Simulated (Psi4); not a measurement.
Pair of molecules: hydrogen isocyanide (SMILES [C-]#[NH+]) (first 3 atoms) with CO2 (SMILES O=C=O); geometry from B3LYP-D3(BJ)/def2-TZVP, rigid monomers moved along the line of their centres of mass till H3···O4 is 3.67 Å.
(charge 0, multiplicity 1):
```xyz
6

C     -0.1691     0.2958    -1.6166
N     -0.1524     0.2614    -0.4540
H     -0.1383     0.2309     0.5468
O     -0.0661     0.1035     4.2161
C     -0.0208     0.0440     5.3758
O      0.0240    -0.0149     6.5287
```

Method: SAPT0/jun-cc-pV(D+d)Z (Psi4 1.11).

### Question
Give the four SAPT terms and the total, and say what mostly holds the pair together.

### Answer
electrostatics -3.2, exchange 0.0, induction -0.2, dispersion -0.4, total -3.7 kJ/mol; the largest attraction is electrostatics.
